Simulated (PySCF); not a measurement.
GaH₅Si. Atoms are numbered in the order given.

```xyz
7

Ga     0.0198    -0.3772    -0.7284
H     -1.2946    -0.5086    -1.5831
H      1.3546    -0.9556    -1.3258
Si    -0.0356     0.7263     1.4172
H     -0.0730     2.2020     1.1987
H      1.1539     0.4251     2.2599
H     -1.2559     0.3605     2.1894
```

The structure is a stationary point at PBE0-D3(BJ)/def2-TZVP.

All values below come from PBE/def2-TZVPD run with PySCF.

Estimate the frontier levels, gap, dipole moment and polarisability. (An estimate is asked for; the answer gives what the named calculation found.)


```
Quantity                                                                                                       Result
---------------------------------------------------------------------------------------------  ----------------------
highest occupied level                                                                                       -6.58 eV
lowest empty level                                                                                           -2.95 eV
orbital gap                                                                                                   3.63 eV
dipole moment                                                                                                  0.11 D
quadrupole, principal values (traceless, Buckingham form, about the centre of nuclear charge)  -3.64, -1.93, 5.57 D·Å
mean static polarisability                                                                      68.1 bohr³ (10.09 Å³)
polarisability, principal values                                                               52.7, 64.2, 87.5 bohr³
```
